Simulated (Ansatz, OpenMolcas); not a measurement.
## Worked example: the enthalpy of formation of CuF (fluorocopper)

CuF: 2 atoms, total charge 0, spin state singlet. SMILES: `[F][Cu]`. The coordinates come from a PBE0-D4/def2-TZVP relaxation.

```xyz
2

F     0.7510   -0.2689    0.3771
Cu   -0.7510    0.2689   -0.3771
```

Total energies at B3LYP/def2-TZVPP (OpenMolcas 26.06); the atoms run unrestricted:

```
species    state   energy (Eh)
    CuF  singlet  -1740.458837
      F  doublet    -99.770150
     Cu  doublet  -1640.542613
```

Harmonic wavenumbers at PBE0-D4/def2-TZVP, in cm⁻¹: 593.

Measured heats of formation of the gaseous atoms at 298.15 K, in kJ/mol: F 79.4, Cu 337.6. Spin-orbit lowering of the atoms at 298 K (mean of the ground term's levels less their thermal mean, from spectra), in kJ/mol: F 1.29. Take 1 Eh = 2625.50 kJ/mol, 1 cm⁻¹ = 0.0119627 kJ/mol, RT = 2.479 kJ/mol.

Work out the heat of formation of the gas at 298 K.


1. Electronic atomisation energy: (-99.770150) + (-1640.542613) − (-1740.458837) = 0.146074 Eh = 383.5 kJ/mol.
2. Zero-point energy: half the sum of the wavenumbers, 296.5 cm⁻¹ = 3.5 kJ/mol.
3. Thermal vibrational enthalpy, Σ hcν̃/(exp(hcν̃/kT) − 1): 0.4 kJ/mol. Translation, rotation and pV of a linear molecule: 3.5 RT = 8.7 kJ/mol.
4. The 2 free atoms carry 5/2 RT each: 12.4 kJ/mol.
5. Spin-orbit coupling lowers the free atoms by 1.29 = 1.3 kJ/mol.
6. Atomisation enthalpy at 298 K: 383.5 − 1.3 − 3.5 − 0.4 − 8.7 + 12.4 = 382.0 kJ/mol.
7. Sum of the atoms' heats of formation: 417.0 kJ/mol. Heat of formation: 417.0 − 382.0 = +35.0 kJ/mol.

The tabulated value is -12.6 kJ/mol (NIST-JANAF tables), so this level is off by +47.6 kJ/mol, or 11.1 % of the atomisation enthalpy. Relativity is left out. Anharmonicity and any spin-orbit splitting of the molecule are left out.
